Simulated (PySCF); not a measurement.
Isomers of C2H12NPSi2, mass 137.025 u with the commonest isotopes. Theory: CAM-B3LYP/def2-SVPD in PySCF (dipole) on a GFN2-xTB geometry, gas phase. One conformer each, none proved a minimum here; rigid rotors.

Task: Order these by radius of gyration √(Σ m r²/M), largest first.
A. `[CH3:1][CH2:2][SiH2:3][NH:4][SiH2:5][PH2:6]` with C1–C2–Si3–N4 54°, C2–Si3–N4–Si5 -72°, Si3–N4–Si5–P6 -13°, N4–Si5–P6–H 127° and -141°
B. `[CH3:1][CH2:2][Si@H:3]([PH2:4])[NH:5][SiH3:6]` with C1–C2–Si3–P4 176°, C2–Si3–P4–H 64° and 156°, C2–Si3–N5–Si6 159°
C. `[SiH3:1][NH:2][CH2:3][CH2:4][SiH2:5][PH2:6]` with Si1–N2–C3–C4 75°, N2–C3–C4–Si5 57°, C3–C4–Si5–P6 -91°, C4–Si5–P6–H -179° and 88°

Result: B (2.191 Å), C (2.154 Å), A (2.061 Å).

Task: Order these by rotational constant B, largest first.
A. `[CH3:1][CH2:2][Si@H:3]([PH2:4])[NH:5][SiH3:6]` with C1–C2–Si3–P4 176°, C2–Si3–P4–H 64° and 156°, C2–Si3–N5–Si6 159°
B. `[SiH3:1][NH:2][CH2:3][CH2:4][SiH2:5][PH2:6]` with Si1–N2–C3–C4 75°, N2–C3–C4–Si5 57°, C3–C4–Si5–P6 -91°, C4–Si5–P6–H -179° and 88°
C. `[CH3:1][CH2:2][SiH2:3][NH:4][SiH2:5][PH2:6]` with C1–C2–Si3–N4 54°, C2–Si3–N4–Si5 -72°, Si3–N4–Si5–P6 -13°, N4–Si5–P6–H 127° and -141°

Result: A (1246 MHz), C (1213 MHz), B (1145 MHz).

Task: Order these by rotational constant C, largest first.
A. `[CH3:1][CH2:2][Si@H:3]([PH2:4])[NH:5][SiH3:6]` with C1–C2–Si3–P4 176°, C2–Si3–P4–H 64° and 156°, C2–Si3–N5–Si6 159°
B. `[SiH3:1][NH:2][CH2:3][CH2:4][SiH2:5][PH2:6]` with Si1–N2–C3–C4 75°, N2–C3–C4–Si5 57°, C3–C4–Si5–P6 -91°, C4–Si5–P6–H -179° and 88°
C. `[CH3:1][CH2:2][SiH2:3][NH:4][SiH2:5][PH2:6]` with C1–C2–Si3–N4 54°, C2–Si3–N4–Si5 -72°, Si3–N4–Si5–P6 -13°, N4–Si5–P6–H 127° and -141°
D. `[CH3:1][N:2]([SiH3:3])[Si@@H:4]([CH3:5])[PH2:6]` with C1–N2–Si4–C5 -169°, N2–Si4–P6–H -161° and -68°

Result: C (969.7 MHz), D (926.0 MHz), B (834.3 MHz), A (792.9 MHz).

```json
{"SMILES": "CC[SiH2]N[SiH2]P", "point group": "C1", "Ia (u·Å²)": "225.91", "Ib (u·Å²)": "416.63", "Ic (u·Å²)": "521.20", "κ": "-0.62", "μa (D)": "0.27", "μb (D)": "0.27", "μc (D)": "0.89"}
{"SMILES": "CN([SiH3])[Si@@H](C)P", "point group": "C1", "Ia (u·Å²)": "205.25", "Ib (u·Å²)": "420.91", "Ic (u·Å²)": "545.79", "κ": "-0.64", "μa (D)": "0.53", "μb (D)": "0.67", "μc (D)": "0.25"}
{"SMILES": "[SiH3]NCC[SiH2]P", "point group": "C1", "Ia (u·Å²)": "224.32", "Ib (u·Å²)": "441.45", "Ic (u·Å²)": "605.74", "κ": "-0.56", "μa (D)": "0.45", "μb (D)": "0.93", "μc (D)": "0.33"}
{"SMILES": "CC[Si@H](P)N[SiH3]", "point group": "C1", "Ia (u·Å²)": "272.62", "Ib (u·Å²)": "405.73", "Ic (u·Å²)": "637.36", "κ": "-0.15", "μa (D)": "0.97", "μb (D)": "1.05", "μc (D)": "0.26"}
```
